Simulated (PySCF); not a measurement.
## EPR parameters of C6H7S

Species: C6H7S (doublet state).
Structure used (GFN2-xTB), in Å, numbered top down from 1:
```xyz
14
C6H7S angstrom
C     -2.705    1.448    0.623
C     -1.780    0.560    0.288
S     -2.166   -0.965   -0.480
C     -0.613   -1.688   -0.733
C      0.583   -1.110   -0.433
C      1.632   -0.562   -0.147
C      2.907    0.039    0.162
H     -3.751    1.276    0.435
H     -2.439    2.376    1.097
H     -0.724    0.700    0.458
H     -0.668   -2.664   -1.180
H      2.762    0.940    0.760
H      3.433    0.309   -0.757
H      3.528   -0.660    0.724
```

The hyperfine couplings belong to this conformer and change with its torsions.

Identity: `C=CS[CH]C#CC` [radical].

Computed with UKS B3LYP, pcH-1 on C H S, non-relativistic, mean-field spin-orbit, GIAO in PySCF 2.14.0. Isolated species at its GFN2-xTB geometry (one conformer only). GFN2-xTB frequencies show an imaginary mode (21i cm⁻¹), so this geometry is no minimum at that level. A GFN2-xTB geometry isn't a minimum of the functional, and hyperfine couplings can be far from their values at a DFT geometry. Stability of the SCF solution: not tested.

```
g1, g2, g3                      : 2.00204, 2.00349, 2.00827
g_iso                           : 2.00460
Form of g                       : rhombic: the two nearest values differ by 23 % of g3 − g1
⟨S²⟩                            : 0.7649 (exact 0.7500)
α and β electrons               : 30, 29
HOMO–LUMO gap, α and β orbitals : 4.52, 4.28 eV
```

Isotropic coupling and dipolar principal values T1 to T3, in G (MHz turned into gauss with g_iso; 10 G = 1 mT):

```json
{"atom": "C1", "isotope": "13C", "a_iso": "2.9", "of which spin–orbit": "0.0", "T1": "-3.0", "T2": "-2.8", "T3": "5.8", "Mulliken spin population": "0.11"}
{"atom": "C2", "isotope": "13C", "a_iso": "-3.1", "of which spin–orbit": "0.0", "T1": "-2.6", "T2": "1.0", "T3": "1.6", "Mulliken spin population": "-0.05"}
{"atom": "S3", "isotope": "33S", "a_iso": "2.1", "of which spin–orbit": "-0.1", "T1": "-7.0", "T2": "-5.2", "T3": "12.2", "Mulliken spin population": "0.13"}
{"atom": "C4", "isotope": "13C", "a_iso": "22.1", "of which spin–orbit": "0.1", "T1": "-19.7", "T2": "-19.2", "T3": "38.8", "Mulliken spin population": "0.62"}
{"atom": "C5", "isotope": "13C", "a_iso": "-20.1", "of which spin–orbit": "0.0", "T1": "-6.3", "T2": "-0.4", "T3": "6.6", "Mulliken spin population": "-0.20"}
{"atom": "C6", "isotope": "13C", "a_iso": "13.2", "of which spin–orbit": "0.0", "T1": "-13.2", "T2": "-10.0", "T3": "23.2", "Mulliken spin population": "0.42"}
{"atom": "C7", "isotope": "13C", "a_iso": "-5.8", "of which spin–orbit": "0.0", "T1": "-0.3", "T2": "0.1", "T3": "0.2", "Mulliken spin population": "-0.04"}
{"atom": "H8", "isotope": "1H", "a_iso": "-2.4", "of which spin–orbit": "0.0", "T1": "-0.9", "T2": "-0.3", "T3": "1.2", "Mulliken spin population": "0.00"}
{"atom": "H9", "isotope": "1H", "a_iso": "-2.7", "of which spin–orbit": "0.0", "T1": "-1.4", "T2": "-0.2", "T3": "1.6", "Mulliken spin population": "-0.01"}
{"atom": "H10", "isotope": "1H", "a_iso": "0.7", "of which spin–orbit": "0.0", "T1": "-1.1", "T2": "-0.4", "T3": "1.5", "Mulliken spin population": "0.00"}
{"atom": "H11", "isotope": "1H", "a_iso": "-16.3", "of which spin–orbit": "0.0", "T1": "-8.9", "T2": "-0.5", "T3": "9.3", "Mulliken spin population": "-0.03"}
{"atom": "H12", "isotope": "1H", "a_iso": "2.6", "of which spin–orbit": "0.0", "T1": "-0.8", "T2": "-0.7", "T3": "1.5", "Mulliken spin population": "0.00"}
{"atom": "H13", "isotope": "1H", "a_iso": "21.6", "of which spin–orbit": "0.0", "T1": "-0.9", "T2": "-0.6", "T3": "1.5", "Mulliken spin population": "0.02"}
{"atom": "H14", "isotope": "1H", "a_iso": "14.6", "of which spin–orbit": "0.0", "T1": "-0.9", "T2": "-0.7", "T3": "1.5", "Mulliken spin population": "0.02"}
```

The largest Mulliken spin populations are on C4 (+0.62), C6 (+0.42), C5 (-0.20) and S3 (+0.13). The positive populations add up to 1.33 and the negative ones to -0.33, together 2S = 1. The angles at C4 add up to 360.0°, so it is planar; its axial dipolar tensor and the negative coupling of its proton fit spin in a p orbital normal to that plane.

Axes: g2 points within 3° of the S3–C4 bond.

Under fast tumbling the dipolar parts average out, and these isotropic splittings remain: 1 × 1H (H11, I = 1/2, 2 lines) with 1.63 mT, 3 × 1H (H12/H13/H14, I = 1/2, 4 lines) with 1.29 mT, 1 × 1H (H9, I = 1/2, 2 lines) with 0.27 mT, 1 × 1H (H8, I = 1/2, 2 lines) with 0.24 mT and 1 × 1H (H10, I = 1/2, 2 lines) with 0.07 mT.

Means are taken over nuclei equivalent by connectivity, which assumes that they swap fast. The three 1H nuclei of mean +36.2 MHz run from 7.3 to 60.5 MHz in the frozen geometry.

The 33S coupling of S3 (5.8 MHz) shows only in satellite lines or after enrichment, since that isotope makes up about 0.76 % of natural sulfur.

The 13C coupling of C4 (61.9 MHz) shows only in satellite lines or after enrichment, since that isotope makes up about 1.07 % of natural carbon.
